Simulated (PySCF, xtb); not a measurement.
vinylidene fluoride cation (C2H2F2), SMILES C(=C)(F)F (connectivity only; charge and spin as stated), charge +1, multiplicity 2.

Harmonic wavenumbers (cm⁻¹) from GFN2-xTB (xtb) at its own minimum, in rising order: 301, 381, 510, 519, 878, 897, 952, 1255, 1348, 1473, 2971, 3008.

### Question
What does PySCF 2.14.0 with PBE-D3(BJ)/def2-SVP give at its own minimum? (The exact figures need the calculation; the answer reports its results.)

### Answer
346, 407, 573, 606, 865, 948, 955, 1352, 1513, 1553, 3080, 3216. Paired by order, the mean absolute difference is 79 cm⁻¹ and the zero-point energies are 20.7 and 22.0 kcal/mol.
